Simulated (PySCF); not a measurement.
## Levels of Pm(30+) from EOM-EA-GCCSD

Reference: closed-shell Pm(31+), [Ar] 3d10 4s2; one electron is added. Calculated with PySCF 2.14, two-component X2C-1e with screened spin-orbit coupling, an even-tempered Gaussian basis (19 s from 1.2 bohr⁻², ratio 2.6; 15 p from 1.6 bohr⁻², ratio 2.6; 10 d from 1.6 bohr⁻², ratio 2.6; 6 f from 1.6 bohr⁻², ratio 2.8); frozen [Ar]; the 94 highest virtual spinors dropped; of the others 68 kept and the rest restored at second order. No Breit or QED terms. Binding energies in eV.

| level | Koopmans |
| --- | --- |
| 4p1/2 | 1157.5 |
| 4p3/2 | 1122.5 |

Q: How does correlation move these levels?

A: 4p1/2: second order 1159.2, EOM-CCSD 1158.9; 4p3/2: second order 1124.2, EOM-CCSD 1124.1.

For comparison, the ionisation energy of Pm(30+) is 1158 ± 4 eV (theoretical estimate listed by NIST; NIST Atomic Spectra Database, ionization energies).
